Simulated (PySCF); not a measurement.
## Which functional comes closest?

Molecule: `InChI=1S/CH6O3Si/c1-5(2,3)4/h2-4H,1H3`.

Atom-mapped SMILES (the numbers label the heavy atoms): `[CH3:1][Si:2]([OH:3])([OH:4])[OH:5]`. Hydrogens are named by the atom that carries them.

Geometry PBE0-D3(BJ)/def2-SVP throughout; GIAO in PySCF, gas phase, one conformer, non-relativistic; equivalent atoms averaged; basis pcSseg-2.

Reference values (measured; solution, alcohol/water; C. Corminboeuf, T. Heine, J. Weber, Chem. Phys. Lett. 357 (2002) 1): δ(Si2) = -38.4 ppm vs TMS. Computed shifts are taken against TMS, calculated as an isolated molecule at each level.

Problem. How do the functionals HF, LDA, PBE, BLYP, BP86, OPBE, KT2, KT3, B97-D, B3LYP, PBE0, mPW1PW91, WP04, B97-2, BHandHLYP, CAM-B3LYP, wB97X-D, LC-wPBE perform against the reference? Times are CPU seconds on shared hosts with different chips, so compare them loosely; the GGAs took longer than the global hybrids here, which isn't the general rule, and the cause wasn't traced.

Solution. 
```tsv
functional	kind	Si2	abs. error Si	core-s
HF	Hartree–Fock	-36.0	2.4	19
LDA	LDA	-24.7	13.7	35
PBE	GGA	-27.7	10.7	43
BLYP	GGA	-36.0	2.4	43
BP86	GGA	-29.0	9.4	43
OPBE	GGA	-23.0	15.4	44
KT2	GGA	-24.0	14.4	46
KT3	GGA	-28.4	10.0	46
B97-D	GGA	-34.4	4.0	43
B3LYP	global hybrid	-34.9	3.5	33
PBE0	global hybrid	-27.3	11.1	25
mPW1PW91	global hybrid	-28.5	9.9	31
WP04	global hybrid	-46.2	7.8	32
B97-2	global hybrid	-30.4	8.0	30
BHandHLYP	global hybrid	-34.8	3.6	28
CAM-B3LYP	range-separated hybrid	-30.6	7.8	38
wB97X-D	range-separated hybrid	-27.7	10.7	37
LC-wPBE	range-separated hybrid	-19.0	19.4	45
```

For ²⁹Si the closest is HF (2.4 ppm, with BLYP practically level) and the furthest LC-wPBE (19.4 ppm). One molecule is a small sample, and vibrational and solvent effects are absent from the calculation.
